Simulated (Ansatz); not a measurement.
Total energies of CdMe(SiH3) (CH6CdSi) from Ansatz at PBE-D4/def2-TZVP, gas phase (1 Eh = 27.2114 eV = 2625.5 kJ/mol). The reference geometry is relaxed at r2SCAN-D4/def2-TZVP.

Cartesian coordinates in Å:
```
Cd -0.0599 -0.2195 -0.0332
C -0.5341 -2.2841 -0.2177
H 0.2856 -2.8948 0.1666
H -0.7027 -2.5480 -1.2638
H -1.4373 -2.5190 0.3494
Si 0.5127 2.2074 0.2052
H -0.5128 3.1049 -0.3995
H 1.8117 2.5462 -0.4439
H 0.6368 2.6069 1.6368
```

```tsv
state	geometry	energy (Eh)
charge 0 singlet	reference	-498.77432
charge 1 doublet	reference	-498.45970
free Cd atom (singlet)	–	-167.78889
free C atom (triplet)	–	-37.79597
free H atom (doublet)	–	-0.49962
free Si atom (triplet)	–	-289.22285
```

In the def2 sets Cd takes a core potential; there is no spin–orbit coupling.

Q: Work out the vertical ionisation energy to the doublet.

A: E(charge 1 doublet) − E(charge 0 singlet) = -498.45970 − (-498.77432) = 0.31462 Eh = 8.56 eV. For comparison, −ε of the highest occupied level is 5.79 eV at this level, 2.77 eV less.

Q: What is the binding energy per atom against free atoms?

A: Atoms: 1 × (-167.78889) + 1 × (-37.79597) + 6 × (-0.49962) + 1 × (-289.22285) = -497.80543 Eh. Binding: -497.80543 − (-498.77432) = 0.96889 Eh = 26.36 eV, or 2.93 eV for each of 9 atoms (no zero-point energy, no counterpoise term).
